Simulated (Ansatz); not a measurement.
`[Cl][Ti]([Cl])([Cl])[I]` + HBr → `[Cl][Ti]([Cl])([Cl])[Br]` + HI at 500 K and 1 bar (ligand exchange at a Ti–I bond).

Calculated with Ansatz (gas phase, PBE0-D4/def2-TZVP geometries, no zero-point term in ΔE). CCSD(T)/CBS adds triple-zeta CCSD(T) − MP2 to the extrapolated MP2 energy (def2 sets, frozen cores). Elements past krypton have def2 core potentials. For Br, I, Ti outer-core shells are correlated without core-valence functions, which leaves a few kJ/mol of doubt a bond. Scalar relativity is left out up to krypton.

| species | CCSD(T)/CBS energy (Eh) | H − E (kJ/mol) | S (J/(mol·K)) |
| --- | --- | --- | --- |
| `[Cl][Ti]([Cl])([Cl])[I]` | -2525.94918 | 56.4 | 436.6 |
| HBr | -2573.91920 | 30.5 | 213.7 |
| `[Cl][Ti]([Cl])([Cl])[Br]` | -4801.83441 | 56.6 | 427.9 |
| HI | -298.03592 | 28.6 | 221.6 |

H − E and S are ideal-gas, rigid-rotor, harmonic terms from PBE0-D4/def2-TZVP. 1 Eh = 2625.50 kJ/mol, R = 8.31446 J/(mol·K).

Question: By hand: ΔE, ΔH, ΔS and ΔG.

Answer: ΔE = (-4801.83441) + (-298.03592) − (-2525.94918) − (-2573.91920) = -0.00195 Eh = -5.1 kJ/mol. Δ(H − E) = 56.6 + 28.6 − 56.4 − 30.5 = -1.7, so ΔH = -6.8 kJ/mol. ΔS = 427.9 + 221.6 − 436.6 − 213.7 = -0.8 J/(mol·K). ΔG = -6.8 − 500 × (-0.8)/1000 = -6.4 kJ/mol.

Question: By hand: the equilibrium constant, and the temperature at which ΔG would vanish if ΔH and ΔS stayed fixed.

Answer: log₁₀ K = −ΔG/(RT ln 10) = 0.7. ΔG = 0 at ΔH/ΔS = 8500 K, far beyond where these terms or the molecules hold.

The number of gas molecules stays the same, so ΔS is small and ΔH decides. A doubt of 5 kJ/mol in ΔE shifts log₁₀ K by 0.5 here. These are equilibria of isolated gas molecules and say nothing of rates. Largest T1 diagnostic: 0.024 (customary marks: 0.02 for closed shells, 0.045 for open ones).
